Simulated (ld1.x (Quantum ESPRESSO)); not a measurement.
# Plane-wave convergence, TM potential for chlorine

Cl, norm-conserving Troullier–Martins (Kleinman–Bylander form), made with ld1.x (Quantum ESPRESSO) 7.5 (LDA (PZ), scalar-relativistic). Core [Ne], reference 3s2 3p5. Waves: 3p (bound): rc 1.40 bohr; 3s (bound): rc 1.05 bohr. Local part: the s channel. Core correction: a·sin(br)/r model core, default radius (core density twice the valence density).

The pseudo-atom Hamiltonian at the reference potential is diagonalised in spherical Bessel functions j_l(qr) that vanish at 20 bohr, with q² up to the cutoff. All-electron valence levels (Ry): 3p -0.6398, 3s -1.5210.

Task: How do the lowest levels (Ry) of each channel move with the cutoff, and are there ghosts?

Result:

```json
{"cutoff (Ry)": "8", "p #1": "-0.5779", "s #1": "-1.3379", "s #2": "-0.0141", "d #1": "0.0758", "d #2": "0.1705", "f #1": "0.1195", "Σ f·Δε (mRy)": "675.8"}
{"cutoff (Ry)": "15", "p #1": "-0.6369", "s #1": "-1.4380", "s #2": "-0.0183", "d #1": "0.0758", "d #2": "0.1702", "f #1": "0.1195", "Σ f·Δε (mRy)": "180.6"}
{"cutoff (Ry)": "30", "p #1": "-0.6387", "s #1": "-1.4816", "s #2": "-0.0204", "d #1": "0.0758", "d #2": "0.1702", "f #1": "0.1195", "Σ f·Δε (mRy)": "84.1"}
{"cutoff (Ry)": "45", "p #1": "-0.6398", "s #1": "-1.4952", "s #2": "-0.0210", "d #1": "0.0758", "d #2": "0.1701", "f #1": "0.1195", "Σ f·Δε (mRy)": "52.0"}
{"cutoff (Ry)": "60", "p #1": "-0.6398", "s #1": "-1.5127", "s #2": "-0.0218", "d #1": "0.0758", "d #2": "0.1701", "f #1": "0.1195", "Σ f·Δε (mRy)": "16.7"}
{"cutoff (Ry)": "90", "p #1": "-0.6398", "s #1": "-1.5173", "s #2": "-0.0221", "d #1": "0.0758", "d #2": "0.1701", "f #1": "0.1195", "Σ f·Δε (mRy)": "7.2"}
{"cutoff (Ry)": "140", "p #1": "-0.6398", "s #1": "-1.5203", "s #2": "-0.0222", "d #1": "0.0758", "d #2": "0.1701", "f #1": "0.1195", "Σ f·Δε (mRy)": "1.2"}
{"cutoff (Ry)": "200", "p #1": "-0.6398", "s #1": "-1.5207", "s #2": "-0.0222", "d #1": "0.0758", "d #2": "0.1701", "f #1": "0.1195", "Σ f·Δε (mRy)": "0.5"}
{"cutoff (Ry)": "400", "p #1": "-0.6398", "s #1": "-1.5210", "s #2": "-0.0222", "d #1": "0.0758", "d #2": "0.1701", "f #1": "0.1195", "Σ f·Δε (mRy)": "0.0"}
```

Result: no extra level below or beside the all-electron valence levels (p, s, d, f tested); 10 mRy is reached at 70 Ry and 1 mRy at 160 Ry.
